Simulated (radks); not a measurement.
Values are calculated unless marked as measured or tabulated.
Excited configurations of Hf: one electron is placed in a higher orbital outside [Xe] 4f14 5d1 6s2. The ground configuration is [Xe] 4f14 5d2 6s2. Code: a radial shooting solver on a logarithmic mesh with Libxc functionals. Model: Dirac Kohn-Sham, PBE, spin-unpolarised, spherical densities, point nucleus; open shells fill j = l - 1/2 first. Excitation = E - E(ground); binding = E(ion) - E, where the ion is the core of charge +1; n* = 1/sqrt(2 binding) in atomic units, and the quantum defect is n - n*.

outer orbital,excitation (eV),binding (eV),n*,quantum defect,eigenvalue (eV),<r> (bohr)
6p1/2,1.807,4.887,1.669,4.331,-2.504,4.361
6f5/2,6.047,0.647,4.585,1.415,-0.367,28.40
7s1/2,4.226,2.468,2.348,4.652,-1.443,8.807
7d3/2,5.696,0.998,3.692,3.308,-0.562,19.51
7f5/2,6.222,0.472,5.367,1.633,-0.289,42.38

The Delta-SCF ionisation energy is 6.695 eV (NIST Atomic Spectra Database: 6.825 eV, measured). Self-interaction in the functional shifts the binding energies and quantum defects, so they are the method's values and not measured ones. Spin polarisation and multiplet splitting are left out, so open shells lie too high by an amount that depends on their filling.

Beside tabulated values, note that spin-unpolarised runs miss the spin-polarisation part of the exchange energy of open shells.
